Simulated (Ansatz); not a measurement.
Single points on the cluster Cu5Se5.

```yaml
crystal:
  periodic: [false, false, false]
  atoms:
    - {symbol: Cu, position_ang: [1.809259, -0.275613, -1.034087]}
    - {symbol: Cu, position_ang: [0.887365, -1.299974, 0.930335]}
    - {symbol: Cu, position_ang: [0.778561, 1.281527, 0.761217]}
    - {symbol: Cu, position_ang: [-1.517282, -0.561498, 0.676598]}
    - {symbol: Cu, position_ang: [-0.549590, 0.677409, -1.263891]}
    - {symbol: Se, position_ang: [-2.599206, 1.277268, 1.490494]}
    - {symbol: Se, position_ang: [-0.683731, -2.513157, -0.301903]}
    - {symbol: Se, position_ang: [-1.044728, 2.566077, 0.028576]}
    - {symbol: Se, position_ang: [2.774733, 0.090129, 1.102473]}
    - {symbol: Se, position_ang: [0.144619, -1.242167, -2.389802]}
basis:
  gaussian: {orbitals: def2-SVP}
magnetization: {spin_polarized: true, initial_magnetization: 1}
hamiltonian: {xc: pbe, dispersion: d4}
scf: {omitted_lower_state_checks: [starts]}
output: {orbitals: {seedname: orbitals}}
```

```sh
$ ansatz run in.yaml --threads 6 --pin off --events-out ev --progress --plain --max-ram 7833MiB
```

Shortened log:

```
Functional definition: PBE
3650 factors; their error is unknown
mean field evaluation 1: about -549800.5410 eV, gradient 5.4e1 eV
mean field evaluation 2: about -547932.3479 eV, gradient 6.4e2 eV
mean field evaluation 4: about -549661.1345 eV, gradient 2.2e2 eV
mean field evaluation 8: about -549811.3217 eV, gradient 2.6e-1 eV
mean field evaluation 16: about -549811.3231 eV, gradient 4.0e-5 eV
mean field -549811.32307072 eV, -20205.1934473490 hartree, gradient 8.8e-6 eV, S^2 0.751308; 0 other end points of the search recorded, 0 dependent functions left out
reference -549811.32313577 eV, -20205.1934497397 hartree; 158, 157 occupied and 157, 158 virtual orbitals, 3650 factors
Total energy: -549812.53196204 eV, -20205.2378732855 hartree
Checks for a lower state left out: starts
```

Hardware: 6 threads of Arm Neoverse V1 on a shared host. Wall time 33 s, peak host memory 1.4 GiB.

Geometry: PBE-D4/def2-SVP, that of the charge -1 singlet.

The structure comes from a short search, and lower isomers may exist.
